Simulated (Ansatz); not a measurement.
Geometry optimisation, UHF/def2-SVP (Ansatz 0.2.0).

input.yaml

```yaml
crystal:
  periodic: [false, false, false]
  atoms:
    - { symbol: Si, position_ang: [-0.273082, -0.583913, -0.90635] }
    - { symbol: Cl, position_ang: [1.735461, -1.115152, -1.087236] }
    - { symbol: Cl, position_ang: [-1.020415, -2.092788, 0.324928] }
    - { symbol: H, position_ang: [-0.545184, 1.862305, 0.270437] }
    - { symbol: Cl, position_ang: [0.10322, 1.929548, 1.398121] }
magnetization:
  spin_polarized: true
basis:
  gaussian: { orbitals: def2-SVP }
hamiltonian:
  xc: hf
relax:
  f_tol: 0.03
  max_steps: 50
```

Launched with:

```bash
$ ansatz run input.yaml --threads 2 --pin off --max-ram 3072MiB --backend cpu --events-out ev --progress --plain --runs-dir out
```

**Question.** Where does it end, and by what steps?

**Answer.** It converged. The force dipped under the threshold on the way, but the program's further checks kept it going. After 9 steps the energy has fallen by 0.134 eV; H4 moved furthest, 0.80 Å.

```json
{"step": "0", "energy less start (eV)": "0.0000", "largest force component (eV/Å)": "0.905", "accepted": "yes"}
{"step": "1", "energy less start (eV)": "-0.0602", "largest force component (eV/Å)": "0.717", "accepted": "yes"}
{"step": "2", "energy less start (eV)": "-0.0603", "largest force component (eV/Å)": "1.281", "accepted": "yes"}
{"step": "3", "energy less start (eV)": "-0.1219", "largest force component (eV/Å)": "0.151", "accepted": "yes"}
{"step": "4", "energy less start (eV)": "-0.1255", "largest force component (eV/Å)": "0.229", "accepted": "yes"}
{"step": "5", "energy less start (eV)": "-0.1296", "largest force component (eV/Å)": "0.072", "accepted": "yes"}
{"step": "6", "energy less start (eV)": "-0.1325", "largest force component (eV/Å)": "0.054", "accepted": "yes"}
{"step": "7", "energy less start (eV)": "-0.1338", "largest force component (eV/Å)": "0.010", "accepted": "yes"}
{"step": "8", "energy less start (eV)": "-0.1337", "largest force component (eV/Å)": "0.038", "accepted": "no"}
{"step": "9", "energy less start (eV)": "-0.1339", "largest force component (eV/Å)": "0.007", "accepted": "yes"}
```

```xyz
5
Properties=species:S:1:pos:R:3
Si -0.262 -0.881 -1.098
Cl 1.792 -1.272 -1.079
Cl -0.945 -2.228 0.348
H -0.632 2.601 0.566
Cl 0.047 1.780 1.263
```

Whether the end is a true minimum wasn't checked by a vibrational analysis.

Run time: 9.2 s on 2 threads of Arm Neoverse V2, with other jobs on the host, peak memory 0.19 GiB.
